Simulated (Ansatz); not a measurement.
Ansatz (a first-principles code) job for C2H9BN2O, SMILES OB(N)NCC, PBE-D3(BJ)/def2-SVP. 

Ansatz 0.2 input:
```yaml
crystal:
  periodic: [false, false, false]
  atoms:
    - {symbol: C, position_ang: [-2.16058048, -0.84846332, -0.39614244]}
    - {symbol: C, position_ang: [-1.30655656, 0.33523675, -0.83538220]}
    - {symbol: N, position_ang: [-0.34137156, 0.76542768, 0.14394193]}
    - {symbol: B, position_ang: [0.94774331, 0.17790725, 0.33955550]}
    - {symbol: N, position_ang: [1.42812375, -0.86465319, -0.49254197]}
    - {symbol: O, position_ang: [1.79110330, 0.60928790, 1.34572784]}
    - {symbol: H, position_ang: [-1.52497177, -1.71480268, -0.15574137]}
    - {symbol: H, position_ang: [-2.73806439, -0.60141813, 0.50892664]}
    - {symbol: H, position_ang: [-2.87336605, -1.14770820, -1.18126525]}
    - {symbol: H, position_ang: [-0.76954019, 0.07878501, -1.76511763]}
    - {symbol: H, position_ang: [-1.96133897, 1.18141924, -1.10836035]}
    - {symbol: H, position_ang: [-0.72324313, 1.35843634, 0.86938086]}
    - {symbol: H, position_ang: [2.36836684, -1.21544412, -0.38786122]}
    - {symbol: H, position_ang: [0.89400777, -1.30981316, -1.22131961]}
    - {symbol: H, position_ang: [1.45616396, 1.38064407, 1.80710606]}
basis:
  gaussian:
    orbitals: def2-SVP
hamiltonian:
  xc: pbe
  dispersion: d3bj
relax: {f_tol: 0.002, max_steps: 200}
```

It prints:

```
WARN ansatz: RAYON_NUM_THREADS=1 ignored (pool sized by the plan → 1); use --threads N
Functional definition: PBE
integrals: 0.07 GiB planned
1479 factors; their error is unknown
mean field: 0.42 GiB planned
mean field evaluation 1: about -7892.7708 eV, gradient 9.5e1 eV
mean field evaluation 2: about -7859.6455 eV, gradient 1.5e2 eV
mean field evaluation 4: about -7911.7712 eV, gradient 7.8e0 eV
mean field evaluation 8: about -7911.9073 eV, gradient 2.0e-1 eV
mean field evaluation 16: about -7911.8414 eV, gradient 2.3e-3 eV
mean field -7911.84135637 eV, -290.7548070078 hartree, gradient 4.2e-5 eV, S^2 0.000000; 0 other end points of the search recorded, 0 dependent functions left out
the calculation of the forces begins
reference -7911.84139362 eV, -290.7548083767 hartree; 24, 24 occupied and 105, 105 virtual orbitals, 1479 factors
relax step   1: F+E_penalty+E_count = -7912.13744842 eV  Δ(F+E_penalty+E_count) = +0.000e0 eV  max|allowed force component| = 5.166e-1 eV/Å  Δτ_max = 0.0000 Å  (30 SCF iters, accepted)
these checks for a lower state are left out or cut short: starts, cluster_reference, orbital_swaps, neighbouring_geometries, increment
integrals: 0.07 GiB planned
1479 factors; their error is unknown
mean field: 0.42 GiB planned
mean field -7911.86440150 eV, -290.7556539007 hartree, gradient 2.5e-5 eV, S^2 0.000000; 0 other end points of the search recorded, 0 dependent functions left out
the calculation of the forces begins
reference -7911.86443896 eV, -290.7556552774 hartree; 24, 24 occupied and 105, 105 virtual orbitals, 1479 factors
relax step   2: F+E_penalty+E_count = -7912.15898489 eV  Δ(F+E_penalty+E_count) = -2.154e-2 eV  max|allowed force component| = 2.005e-1 eV/Å  Δτ_max = 0.0181 Å  (31 SCF iters, accepted)
these checks for a lower state are left out or cut short: starts, cluster_reference, orbital_swaps, neighbouring_geometries, increment
integrals: 0.07 GiB planned
1479 factors; their error is unknown
mean field: 0.42 GiB planned
mean field evaluation 32: about -7911.8672 eV, gradient 2.2e-3 eV
mean field -7911.86722436 eV, -290.7557576390 hartree, gradient 2.6e-5 eV, S^2 0.000000; 0 other end points of the search recorded, 0 dependent functions left out
the calculation of the forces begins
reference -7911.86726190 eV, -290.7557590186 hartree; 24, 24 occupied and 105, 105 virtual orbitals, 1479 factors
relax step   3: F+E_penalty+E_count = -7912.16133801 eV  Δ(F+E_penalty+E_count) = -2.353e-3 eV  max|allowed force component| = 3.563e-2 eV/Å  Δτ_max = 0.0082 Å  (31 SCF iters, accepted)
these checks for a lower state are left out or cut short: starts, cluster_reference, orbital_swaps, neighbouring_geometries, increment
integrals: 0.07 GiB planned
1479 factors; their error is unknown
mean field: 0.42 GiB planned
mean field -7911.86731478 eV, -290.7557609621 hartree, gradient 2.6e-5 eV, S^2 0.000000; 0 other end points of the search recorded, 0 dependent functions left out
the calculation of the forces begins
reference -7911.86735234 eV, -290.7557623423 hartree; 24, 24 occupied and 105, 105 virtual orbitals, 1479 factors
relax step   4: F+E_penalty+E_count = -7912.16149937 eV  Δ(F+E_penalty+E_count) = -1.614e-4 eV  max|allowed force component| = 1.626e-2 eV/Å  Δτ_max = 0.0046 Å  (30 SCF iters, accepted)
these checks for a lower state are left out or cut short: starts, cluster_reference, orbital_swaps, neighbouring_geometries, increment
integrals: 0.07 GiB planned
1479 factors; their error is unknown
mean field: 0.42 GiB planned
mean field -7911.86719328 eV, -290.7557564970 hartree, gradient 2.6e-5 eV, S^2 0.000000; 0 other end points of the search recorded, 0 dependent functions left out
the calculation of the forces begins
reference -7911.86723085 eV, -290.7557578775 hartree; 24, 24 occupied and 105, 105 virtual orbitals, 1479 factors
relax step   5: F+E_penalty+E_count = -7912.16167835 eV  Δ(F+E_penalty+E_count) = -1.790e-4 eV  max|allowed force component| = 3.346e-2 eV/Å  Δτ_max = 0.0147 Å  (30 SCF iters, accepted)
these checks for a lower state are left out or cut short: starts, cluster_reference, orbital_swaps, neighbouring_geometries, increment
integrals: 0.07 GiB planned
1479 factors; their error is unknown
mean field: 0.42 GiB planned
mean field -7911.86712046 eV, -290.7557538206 hartree, gradient 2.6e-5 eV, S^2 0.000000; 0 other end points of the search recorded, 0 dependent functions left out
the calculation of the forces begins
reference -7911.86715803 eV, -290.7557552013 hartree; 24, 24 occupied and 105, 105 virtual orbitals, 1479 factors
relax step   6: F+E_penalty+E_count = -7912.16172806 eV  Δ(F+E_penalty+E_count) = -4.970e-5 eV  max|allowed force component| = 1.512e-2 eV/Å  Δτ_max = 0.0048 Å  (31 SCF iters, accepted)
these checks for a lower state are left out or cut short: starts, cluster_reference, orbital_swaps, neighbouring_geometries, increment
integrals: 0.07 GiB planned
1479 factors; their error is unknown
mean field: 0.42 GiB planned
mean field -7911.86720376 eV, -290.7557568819 hartree, gradient 2.6e-5 eV, S^2 0.000000; 0 other end points of the search recorded, 0 dependent functions left out
the calculation of the forces begins
reference -7911.86724133 eV, -290.7557582625 hartree; 24, 24 occupied and 105, 105 virtual orbitals, 1479 factors
relax step   7: F+E_penalty+E_count = -7912.16175615 eV  Δ(F+E_penalty+E_count) = -2.809e-5 eV  max|allowed force component| = 4.826e-3 eV/Å  Δτ_max = 0.0081 Å  (30 SCF iters, accepted)
these checks for a lower state are left out or cut short: starts, cluster_reference, orbital_swaps, neighbouring_geometries, increment
integrals: 0.07 GiB planned
1479 factors; their error is unknown
mean field: 0.42 GiB planned
mean field evaluation 64: about -7911.8672 eV, gradient 1.0e-1 eV
mean field -7911.86723900 eV, -290.7557581770 hartree, gradient 9.3e-6 eV, S^2 0.000000; 0 other end points of the search recorded, 0 dependent functions left out
the calculation of the forces begins
reference -7911.86727657 eV, -290.7557595577 hartree; 24, 24 occupied and 105, 105 virtual orbitals, 1479 factors
relax step   8: F+E_penalty+E_count = -7912.16177095 eV  Δ(F+E_penalty+E_count) = -1.480e-5 eV  max|allowed force component| = 3.195e-3 eV/Å  Δτ_max = 0.0019 Å  (23 SCF iters, accepted)
these checks for a lower state are left out or cut short: starts, cluster_reference, orbital_swaps, neighbouring_geometries, increment
integrals: 0.07 GiB planned
1479 factors; their error is unknown
mean field: 0.42 GiB planned
mean field -7911.86728287 eV, -290.7557597892 hartree, gradient 1.9e-5 eV, S^2 0.000000; 0 other end points of the search recorded, 0 dependent functions left out
the calculation of the forces begins
reference -7911.86732044 eV, -290.7557611699 hartree; 24, 24 occupied and 105, 105 virtual orbitals, 1479 factors
relax step   9: F+E_penalty+E_count = -7912.16178033 eV  Δ(F+E_penalty+E_count) = -9.384e-6 eV  max|allowed force component| = 3.084e-3 eV/Å  Δτ_max = 0.0038 Å  (23 SCF iters, accepted)
these checks for a lower state are left out or cut short: starts, cluster_reference, orbital_swaps, neighbouring_geometries, increment
integrals: 0.07 GiB planned
1479 factors; their error is unknown
mean field: 0.42 GiB planned
mean field -7911.86737153 eV, -290.7557630473 hartree, gradient 2.6e-5 eV, S^2 0.000000; 0 other end points of the search recorded, 0 dependent functions left out
the calculation of the forces begins
reference -7911.86740910 eV, -290.7557644281 hartree; 24, 24 occupied and 105, 105 virtual orbitals, 1479 factors
relax step  10: F+E_penalty+E_count = -7912.16179267 eV  Δ(F+E_penalty+E_count) = -1.234e-5 eV  max|allowed force component| = 4.352e-3 eV/Å  Δτ_max = 0.0073 Å  (30 SCF iters, accepted)
these checks for a lower state are left out or cut short: starts, cluster_reference, orbital_swaps, neighbouring_geometries, increment
integrals: 0.07 GiB planned
1479 factors; their error is unknown
mean field: 0.42 GiB planned
mean field -7911.86747666 eV, -290.7557669108 hartree, gradient 2.6e-5 eV, S^2 0.000000; 0 other end points of the search recorded, 0 dependent functions left out
the calculation of the forces begins
reference -7911.86751423 eV, -290.7557682917 hartree; 24, 24 occupied and 105, 105 virtual orbitals, 1479 factors
relax step  11: F+E_penalty+E_count = -7912.16180697 eV  Δ(F+E_penalty+E_count) = -1.430e-5 eV  max|allowed force component| = 1.150e-2 eV/Å  Δτ_max = 0.0106 Å  (30 SCF iters, accepted)
these checks for a lower state are left out or cut short: starts, cluster_reference, orbital_swaps, neighbouring_geometries, increment
integrals: 0.07 GiB planned
1479 factors; their error is unknown
mean field: 0.42 GiB planned
mean field -7911.86757309 eV, -290.7557704547 hartree, gradient 2.6e-5 eV, S^2 0.000000; 0 other end points of the search recorded, 0 dependent functions left out
the calculation of the forces begins
reference -7911.86761067 eV, -290.7557718356 hartree; 24, 24 occupied and 105, 105 virtual orbitals, 1479 factors
relax step  12: F+E_penalty+E_count = -7912.16181580 eV  Δ(F+E_penalty+E_count) = -8.830e-6 eV  max|allowed force component| = 2.014e-2 eV/Å  Δτ_max = 0.0092 Å  (30 SCF iters, accepted)
these checks for a lower state are left out or cut short: starts, cluster_reference, orbital_swaps, neighbouring_geometries, increment
integrals: 0.07 GiB planned
1479 factors; their error is unknown
mean field: 0.42 GiB planned
mean field evaluation 96: about -7911.9323 eV, gradient 7.8e-1 eV
mean field -7911.86766882 eV, -290.7557739727 hartree, gradient 2.6e-5 eV, S^2 0.000000; 0 other end points of the search recorded, 0 dependent functions left out
the calculation of the forces begins
reference -7911.86770638 eV, -290.7557753531 hartree; 24, 24 occupied and 105, 105 virtual orbitals, 1479 factors
relax step  13: F+E_penalty+E_count = -7912.16180482 eV  Δ(F+E_penalty+E_count) = +1.097e-5 eV  max|allowed force component| = 2.858e-2 eV/Å  Δτ_max = 0.0101 Å  (30 SCF iters, rejected (line search))
these checks for a lower state are left out or cut short: starts, cluster_reference, orbital_swaps, neighbouring_geometries, increment
integrals: 0.07 GiB planned
1479 factors; their error is unknown
mean field: 0.42 GiB planned
mean field -7911.86761448 eV, -290.7557719758 hartree, gradient 2.6e-5 eV, S^2 0.000000; 0 other end points of the search recorded, 0 dependent functions left out
the calculation of the forces begins
reference -7911.86765205 eV, -290.7557733562 hartree; 24, 24 occupied and 105, 105 virtual orbitals, 1479 factors
relax step  14: F+E_penalty+E_count = -7912.16183506 eV  Δ(F+E_penalty+E_count) = -1.926e-5 eV  max|allowed force component| = 1.368e-2 eV/Å  Δτ_max = 0.0050 Å  (31 SCF iters, accepted)
these checks for a lower state are left out or cut short: starts, cluster_reference, orbital_swaps, neighbouring_geometries, increment
integrals: 0.07 GiB planned
1479 factors; their error is unknown
mean field: 0.42 GiB planned
mean field -7911.86763696 eV, -290.7557728016 hartree, gradient 2.6e-5 eV, S^2 0.000000; 0 other end points of the search recorded, 0 dependent functions left out
the calculation of the forces begins
reference -7911.86767451 eV, -290.7557741819 hartree; 24, 24 occupied and 105, 105 virtual orbitals, 1479 factors
relax step  15: F+E_penalty+E_count = -7912.16184096 eV  Δ(F+E_penalty+E_count) = -5.902e-6 eV  max|allowed force component| = 1.764e-3 eV/Å  Δτ_max = 0.0028 Å  (23 SCF iters, accepted)
integrals: 0.07 GiB planned
1479 factors; their error is unknown
mean field: 0.42 GiB planned
mean field evaluation 128: about -7911.8676 eV, gradient 5.7e-2 eV
mean field -7911.86763696 eV, -290.7557728016 hartree, gradient 2.7e-5 eV, S^2 0.000000; 1 other end points of the search recorded, 0 dependent functions left out
the calculation of the forces begins
reference -7911.86767451 eV, -290.7557741819 hartree; 24, 24 occupied and 105, 105 virtual orbitals, 1479 factors
Total energy: -7912.16187852 eV, -290.7665859797 hartree
Atom 0 at    -2.171621    -0.852025    -0.410551 Å, force    -0.000278     0.000134    -0.000716 eV/Å
Atom 1 at    -1.310250     0.344832    -0.835566 Å, force     0.001764    -0.001728     0.000400 eV/Å
Atom 2 at    -0.342660     0.770116     0.157152 Å, force    -0.001076     0.000989    -0.000317 eV/Å
Atom 3 at     0.956771     0.180195     0.348375 Å, force    -0.000297     0.000805     0.000833 eV/Å
Atom 4 at     1.437644    -0.864415    -0.495216 Å, force     0.000633    -0.000240    -0.000208 eV/Å
Atom 5 at     1.816069     0.618960     1.354231 Å, force     0.000156    -0.000676    -0.000200 eV/Å
Atom 6 at    -1.533484    -1.727752    -0.172903 Å, force    -0.000017     0.000391     0.000045 eV/Å
Atom 7 at    -2.759013    -0.613865     0.500626 Å, force     0.000052     0.000147    -0.000111 eV/Å
Atom 8 at    -2.885998    -1.146377    -1.207790 Å, force    -0.000500    -0.000344    -0.000177 eV/Å
Atom 9 at    -0.760121     0.094766    -1.769536 Å, force    -0.000917    -0.000433    -0.000878 eV/Å
Atom 10 at    -1.971311     1.198048    -1.108136 Å, force     0.000266     0.000571     0.000935 eV/Å
Atom 11 at    -0.742914     1.327173     0.913532 Å, force     0.000860    -0.000840    -0.000232 eV/Å
Atom 12 at     2.388398    -1.214374    -0.401960 Å, force    -0.000234     0.000688     0.000473 eV/Å
Atom 13 at     0.873612    -1.360236    -1.179081 Å, force    -0.000712    -0.000079    -0.000159 eV/Å
Atom 14 at     1.491354     1.429794     1.777729 Å, force     0.000298     0.000613     0.000313 eV/Å
Dipole moment:    -0.276667     0.074028    -0.049492 e Å
```

The run converged.
